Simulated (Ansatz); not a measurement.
# One arrangement of a pair

The pair of Br⁻ (SMILES [Br-], atom 1) and HF (SMILES F, atoms 2–3), both closed shells, in one local arrangement (a lower one may exist), relaxed at PBE0-D4/def2-TZVPD:

Br1  (0.007, 0.127, -1.704)
F2  (-0.006, -0.099, 1.336)
H3  (-0.002, -0.027, 0.368)
(Å)

Computed with Ansatz 0.2.0 (basis: def2-TZVPPD, with def2-QZVPPD for the basis limit); correlated methods freeze the cores. Filled d shells of the heavier atoms are correlated. The def2 sets are not built for correlating such inner shells, so the correlated values are less sure here. B3LYP uses VWN-RPA correlation. Extrapolation: Hartree–Fock as exp(−7.88 √X), correlation as X^−2.97. Interaction energies count from these two fragments, frozen as in the pair, with the counterpoise correction; negative means bound.

Question: What is the interaction energy by CCSD(T) at an estimated basis limit (MP2 extrapolated from triple and quadruple zeta, plus CCSD(T) − MP2 in triple zeta)? (To be estimated.)

Answer: Computed: -90.8 kJ/mol. Hartree–Fock alone gives -76.6 kJ/mol at the basis limit. It counts from the two fragments frozen as in the pair.

The same quantity by other methods in triple zeta, and each one's difference from that estimate:
| method | E_int (kJ/mol) | difference |
| --- | --- | --- |
| PBE-D4 | -97.0 | -6.2 |
| revPBE-D4 | -91.4 | -0.5 |
| BLYP-D4 | -91.1 | -0.2 |
| r2SCAN-D4 | -96.3 | -5.5 |
| B97M-V | -89.8 | 1.0 |
| PBE0-D4 | -96.3 | -5.5 |
| B3LYP-D4 | -92.8 | -2.0 |
| HSE06-D4 | -96.4 | -5.5 |
| wB97X-V | -92.3 | -1.5 |
| wB97M-V | -90.8 | 0.0 |
| B2PLYP | -89.0 | 1.9 |
| HF | -76.5 | 14.3 |
| MP2 | -87.2 | 3.6 |
| CCSD | -83.9 | 6.9 |
| CCSD(T) | -85.7 | 5.2 |
Differences are method less estimate.

Question: Which atoms make the shortest contact between the fragments?

Answer: Br1 and H3, 2.08 Å apart.

Energy to bend the free fragments (PBE0-D4 minima) into their shapes in the pair, CCSD(T)/def2-TZVPPD: HF 6.7 kJ/mol. This must be added to the interaction energy to get the binding energy from relaxed fragments.

Basis-set superposition shift (counterpoise-corrected less uncorrected): CCSD(T) 6.3; MP2 6.1; HF 0.4; PBE0-D4 0.6; wB97M-V 0.5 kJ/mol.

No T1 diagnostic of these runs exceeds 0.011.

For scale, one of the runs: CCSD(T)/def2-TZVPPD, 114 basis functions, launched by `ansatz run in.yaml --threads 2 --pin off --events-out ev --progress --plain --max-ram 5222MiB`. Hardware: 2 CPU threads of an Arm Neoverse V1, shared host. Wall time about 4.1 s.
